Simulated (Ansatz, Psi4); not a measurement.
Ansatz (a first-principles code) was given this input:
Ansatz 0.2 input:
```yaml
crystal:
  periodic: [false, false, false]
  atoms:
    - {symbol: Ta, position_ang: [0.15665099, 0.08849969, -0.15002696]}
    - {symbol: O, position_ang: [1.28874592, 0.72807464, -1.23425093]}
    - {symbol: Cl, position_ang: [1.08693711, -0.91589593, 1.59030402]}
    - {symbol: Cl, position_ang: [-1.17072286, -1.42716546, -1.06863054]}
    - {symbol: Cl, position_ang: [-1.19536069, 1.62040996, 0.70338389]}
basis:
  gaussian:
    orbitals: def2-SVP
hamiltonian:
  xc: b3lyp
accuracy: high
```

**Question.** Write the same job for Psi4.

**Answer.** One answer among several that fit: 
```
memory 2 GB

molecule mol {
0 1
  Ta    0.156651    0.088500   -0.150027
  O     1.288746    0.728075   -1.234251
  Cl    1.086937   -0.915896    1.590304
  Cl   -1.170723   -1.427165   -1.068631
  Cl   -1.195361    1.620410    0.703384
}

set basis def2-svp
set reference rks
set scf_type pk
set puream true
set d_convergence 1e-8
set dft_radial_points 99
set dft_spherical_points 590

energy('b3lyp')
print_variables()
```

Both were run: Ansatz gave -1512.669361 Eh and Psi4 -1512.669361 Eh, 0.000 mEh apart.
